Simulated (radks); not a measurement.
Sr IV, 35 electrons, occupied as [Ar] 3d10 4s2 4p5. Calculated with a radial shooting solver on a logarithmic mesh with Libxc functionals: scalar-relativistic Kohn-Sham, SCAN, spin-polarised, spherical densities, finite nucleus; open shells are filled with parallel spins first (spin-orbit coupling, left out, can overturn this in heavy ions); meta-GGA in the generalised Kohn-Sham scheme; Fermi nuclear charge, rms radius 4.224 fm.

Local quantities along the radius. ELF = 1/(1 + alpha^2) is the electron localisation function; alpha = (tau - tau_W)/tau_unif compares the Pauli kinetic energy density with that of the uniform gas (summed over spins). tau is taken from the large components.

```
   r/bohr * ELF (the largest magnitude, 1, reaches the edge; | marks zero)
 0.001499 |                                                      *
 0.001952 |                                                      *
 0.002541 |                                                      *
 0.003283 |                                                      *
 0.004274 |                                                      *
 0.005521 |                                                      *
  0.00719 |                                                      *
 0.009362 |                                                      *
  0.01209 |                                                      *
  0.01575 |                                                      *
  0.02034 |                                                     *
  0.02649 |                                                   *
  0.03449 |                                           *
  0.04455 |                          *
  0.05801 |                *
  0.07494 |                     *
  0.09758 |                                   *
   0.1271 |                                          *
   0.1641 |                                    *
   0.2137 |                 *
   0.2761 |                 *
   0.3595 |                                   *
   0.4681 |                                          *
   0.6046 |                                   *
   0.7873 |             *
    1.017 |               *
    1.324 |                                         *
    1.724 |                                             *
    2.228 |                                  *
      2.9 |        *
    3.747 *
    4.879 *
```

On this mesh the ELF has minima near r = 0.058, 0.24, 0.89 bohr, which separate the shells, and maxima near 0.0015 (1.00), 0.13 (0.78), 0.47 (0.78), 1.5 (0.84).

Self-consistent cycle (total energy in hartree, residual of the potential): 1: -3170.119414, 9e+00; 2: -3175.718943, 5e+00; 3: -3177.999739, 9e-01; 4: -3178.030312, 4e-01; 5: -3178.050512, 7e-02; 6: -3178.050620, 4e-02; 7: -3178.050858, 1e-02; 8: -3178.050842, 6e-03; 9: -3178.050846, 2e-03; 10: -3178.050846, 1e-03; 11: -3178.050846, 3e-04; 12: -3178.050845, 2e-04; 13: -3178.050845, 1e-04; 14: -3178.050845, 6e-05; 15: -3178.050845, 3e-05; 16: -3178.050846, 6e-06; 17: -3178.050846, 3e-06.
